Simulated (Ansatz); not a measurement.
Calculated with Ansatz (gas phase, PBE0-D4/def2-TZVP geometries, no zero-point term in ΔE). CBS: MP2 limit from def2 TZ/QZ plus the TZ coupled-cluster correction, frozen cores. This one scheme is used for every species. DFT in def2-TZVPP. B3LYP here is the variant with VWN-RPA as its local correlation; programs differ in this. For Ge outer-core shells are correlated without core-valence functions, which leaves a few kJ/mol of doubt a bond. Scalar relativity is left out up to krypton. One conformer a species, not always the lowest.

Reaction (formal hydrolysis of the Si–C bond): `B[SiH2][CH2][GeH3]` + H₂O → `B[SiH2]O` + `[CH3][GeH3]`

```tsv
level	ΔE (kcal/mol)	difference from CCSD(T)/CBS
r2SCAN-D4	-20.2	-1.9
PBE0-D4	-18.0	0.3
ωB97X-V	-20.1	-1.8
ωB97M-V	-19.8	-1.5
r2SCAN	-20.6	-2.3
PBE0	-19.2	-0.9
B3LYP	-22.7	-4.4
HF/def2-TZVPP	-24.8	-6.5
MP2/def2-TZVPP	-18.9	-0.6
SCS-MP2/def2-TZVPP	-20.3	-2.0
CCSD/def2-TZVPP	-19.7	-1.4
CCSD(T)/def2-TZVPP	-18.9	-0.6
MP2/def2-QZVPP	-18.6	-0.3
SCS-MP2/def2-QZVPP	-20.0	-1.7
HF/CBS(def2)	-25.0	-6.7
CCSD/CBS(def2)	-19.1	-0.8
CCSD(T)/CBS	-18.3	0
```

Largest T1 diagnostic among the species: 0.012.

In def2-TZVPP, CCSD(T) changes the Hartree–Fock value by +5.8 kcal/mol (the triples alone add +0.8 kcal/mol) and MP2 by +5.9 kcal/mol. The D4 term adds +2.1 kcal/mol with B3LYP and +1.2 kcal/mol with PBE0; it sums over pairs of atoms, weighted by their polarisabilities, and B3LYP, whose exchange is more repulsive, gets the larger term.
